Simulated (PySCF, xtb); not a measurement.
ZrFH₃, SMILES [F][ZrH3], multiplicity 1.

GFN2-xTB (xtb) at its own geometry gives an orbital gap of 3.50 eV and a dipole moment of 1.33 D.

Geometry: PBE0-D3(BJ)/def2-TZVP. The spin state was assumed, not searched. The structure was generated by enumeration; whether it is a known compound was not checked. The def2 effective core potentials stand for the cores of Zr; spin–orbit coupling is left out.

What does PBE/def2-TZVPD (PySCF) give? (The exact figures need the calculation; the answer reports its results.)

gap 3.94 eV (levels -7.24 and -3.30 eV), dipole 0.49 D.
